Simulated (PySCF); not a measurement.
F₄OW, SMILES [O]=[W]([F])([F])([F])[F] (connectivity only; charge and spin as stated), charge +1, multiplicity 2.

Geometry: PBE0-D3(BJ)/def2-SVP. The spin state was assumed, not searched. The isomer is the one that the SMILES or the coordinates give; other isomers of the formula were not compared. The def2 effective core potentials stand for the cores of W; spin–orbit coupling is left out.

Two levels are set side by side: PBE/def2-TZVP (PySCF) and r2SCAN/def2-TZVP (PySCF). Same geometry, gas phase. Differences are taken from unrounded values.

```tsv
quantity	r2SCAN	PBE	PBE minus r2SCAN
α-spin orbital gap (eV)	5.39	4.85	-0.54
β-spin orbital gap (eV)	2.56	1.55	-1.00
mean polarisability (bohr³)	39.3	40.8	1.5
```

Rough cost on one machine, each run with all the roots and properties that it gave: r2SCAN against PBE about 3 times.
